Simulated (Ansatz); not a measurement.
Cartesian coordinates in Å:
```
Si 2.061 -1.112 -1.376
N 1.738 -0.617 0.253
Si 3.026 -0.381 1.383
Sn -0.177 -0.440 0.884
N -1.294 -1.180 -0.633
Si -2.124 -0.092 -1.696
Si -1.495 -2.892 -0.780
N -0.544 1.550 0.877
Si 0.633 2.635 0.212
Si -1.977 2.150 1.638
H 3.537 -1.056 -1.563
H 1.406 -0.217 -2.364
H 1.603 -2.504 -1.638
H 3.785 -1.637 1.637
H 3.987 0.653 0.919
H 2.411 0.065 2.666
H -0.475 -1.185 2.378
H -3.173 0.690 -0.986
H -2.780 -0.923 -2.743
H -1.192 0.867 -2.343
H -2.903 -3.313 -0.542
H -1.087 -3.384 -2.122
H -0.631 -3.527 0.256
H 1.901 2.628 0.991
H 0.046 4.002 0.274
H 0.956 2.302 -1.199
H -1.670 2.975 2.839
H -2.793 2.975 0.709
H -2.775 0.967 2.070
```

The species carries charge 0 and has multiplicity 1. Sn: def2 effective core potential.

(1) List the B3LYP/def2-TZVPP orbital energies in eV (the Gaussian-basis code of Ansatz). (An estimate is asked.)

## Answers

(1) Computed: Occupied: -1799.32, -1799.32, -1799.32, -1799.27, -1799.27, -1799.27, -389.28, -389.28, -389.28, -143.81, -143.81, -143.81, -143.76, -143.76, -143.76, -139.62, -99.14, -99.14, -99.14, -99.12, -99.12, -99.12, -99.11, -99.11, -99.11, -99.09, -99.09, -99.09, -99.07, -99.07, -99.07, -99.06, -99.06, -99.06, -94.50, -94.50, -94.46, -28.97, -28.97, -28.81, -28.70, -28.70, -23.06, -22.28, -22.28, -15.26, -15.25, -15.25, -15.18, -13.91, -13.91, -13.28, -11.38, -11.38, -11.22, -10.69, -10.69, -10.51, -10.34, -10.34, -10.07, -9.81, -9.41, -9.36, -9.36, -9.26, -9.25, -9.25, -8.95, -8.95, -7.57, -7.56, -7.41. Lowest empty: -1.31, -0.58, -0.58, 0.08, 0.52, 0.52, 0.63, 0.70.

B3LYP here is the variant with VWN-RPA as its local correlation; programs differ in this.
